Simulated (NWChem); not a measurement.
CH7NO2Si; SMILES O([SiH](N)O)C

```xyz
12

Si     0.1097     0.4786    -0.4580
N     -1.4100     0.9051     0.2047
O      1.1894     1.2060     0.5750
O      0.2342    -1.1715    -0.5347
C     -0.0445    -2.0399     0.5306
H      0.4038     0.8833    -1.8597
H     -2.2818     0.5815    -0.1941
H     -1.5194     1.7670     0.7245
H      2.0802     1.3154     0.2317
H     -0.3162    -3.0283     0.1274
H     -0.8795    -1.6744     1.1536
H      0.8365    -2.1692     1.1839
```
Atoms are numbered in this order, from 1.

Coordinates come from a PBE0/def2-SVP optimisation. No frequency run checked for a minimum.

**Question.** Give the principal values of the shielding tensors (ppm) of Si1, N2, O3, O4, C5 from PBE0/pcSseg-1, GIAO (NWChem), with their diamagnetic and paramagnetic parts as GIAO splits them.

**Answer.** 
| atom | σ11 | σ22 | σ33 | isotropic | diamagnetic | paramagnetic |
|---|---|---|---|---|---|---|
| Si1 | 373.7 | 390.8 | 416.0 | 393.5 | 881.2 | -487.7 |
| N2 | 208.6 | 258.8 | 274.2 | 247.2 | 319.5 | -72.3 |
| O3 | 256.8 | 267.4 | 309.7 | 278.0 | 391.2 | -113.2 |
| O4 | 224.6 | 315.5 | 325.2 | 288.4 | 396.9 | -108.5 |
| C5 | 106.2 | 115.2 | 183.0 | 134.8 | 246.1 | -111.3 |
